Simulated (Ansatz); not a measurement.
Born–Oppenheimer molecular dynamics of FGeH₃ (5 atoms, charge 0, multiplicity 1). It starts at the highest image of a converged band, a first-order saddle point between two minima.

All numbers below come from RKS r2SCAN/def2-SVP (Ansatz).

| Item | Value |
| --- | --- |
| ensemble | NVE (velocity Verlet) |
| time step | 0.5 fs |
| steps asked | 200 |
| starting velocities drawn for | 300 K |
| seed | 10821 |

First frame:

```xyz
5
Properties=species:S:1:pos:R:3
Ge 0.207 0.000 -0.369
F 0.982 0.000 1.516
H 1.634 0.000 0.444
H -0.754 1.218 -0.330
H -0.754 -1.218 -0.330
```

Problem. How far do the bonds stretch over the last three quarters of this one trajectory? (Pairs bonded in most of those frames.)

Solution. 
```json
{"bond": "Ge1–F2", "mean (Å)": "1.808", "spread (Å)": "0.202", "shortest": "1.54", "longest": "2.12"}
{"bond": "Ge1–H3", "mean (Å)": "1.560", "spread (Å)": "0.082", "shortest": "1.43", "longest": "1.78"}
{"bond": "Ge1–H4", "mean (Å)": "1.562", "spread (Å)": "0.038", "shortest": "1.48", "longest": "1.63"}
{"bond": "Ge1–H5", "mean (Å)": "1.569", "spread (Å)": "0.055", "shortest": "1.47", "longest": "1.66"}
```

Mean temperature of the second half: 3276 K. The conserved energy stayed within 0.51 meV per atom of its start (net change -0.47 meV per atom), so the integration is sound. The kinetic energy rose, since the run started high on the potential surface and went downhill. A run of 0.1 ps of so small a system gives no equilibrium averages. The orbitals stay closed-shell, which can raise the energy where a bond breaks towards radicals; this wasn't checked here.

Run time: 7.1 min on 1 thread of Intel(R) Xeon(R) Platinum 8175M CPU @ 2.50GHz (Skylake/Cascade Lake), on a shared host, peak memory 0.13 GiB.
